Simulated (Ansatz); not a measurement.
`CC(C)O[SiH]` and `CC(C)[O][Al]([F])[Cl]` differ in one atom or group.

Ansatz, PBE0-D4/def2-TZVP geometries, multiplicity 1. Each molecule was computed in one conformer, which needn't be the lowest.

```
                                        property  `CC(C)O[SiH]`
             HOMO–LUMO gap (PBE/def2-TZVPP) / eV           2.47
               LUMO energy (PBE/def2-TZVPP) / eV          -2.75
  size of the dipole moment (PBE/def2-TZVPP) / D           1.62
           HOMO energy (ωB97M-V/def2-TZVPP) / eV          -8.44
              HOMO energy (PBE0/def2-TZVPP) / eV          -6.32
size of the dipole moment (B3LYP/def2-TZVPP) / D           1.54
```

Give the same properties after the change, and the shifts. (Best estimate.)

The calculation gave: 
| property | `CC(C)[O][Al]([F])[Cl]` | shift |
| --- | --- | --- |
| HOMO–LUMO gap (PBE/def2-TZVPP) / eV | 5.43 | 2.96 |
| LUMO energy (PBE/def2-TZVPP) / eV | -1.63 | 1.12 |
| size of the dipole moment (PBE/def2-TZVPP) / D | 2.17 | 0.55 |
| HOMO energy (ωB97M-V/def2-TZVPP) / eV | -10.95 | -2.51 |
| HOMO energy (PBE0/def2-TZVPP) / eV | -8.56 | -2.24 |
| size of the dipole moment (B3LYP/def2-TZVPP) / D | 2.22 | 0.68 |

With PBE0 the HOMO falls by 2.24 eV and the LUMO rises by 1.16 eV, so the gap widens by about 3.40 eV. PBE moves the HOMO by -1.83 eV and ωB97M-V by -2.51 eV. Dipoles are sizes alone; their direction can turn.

B3LYP here is the variant with VWN-RPA as its local correlation; programs differ in this.
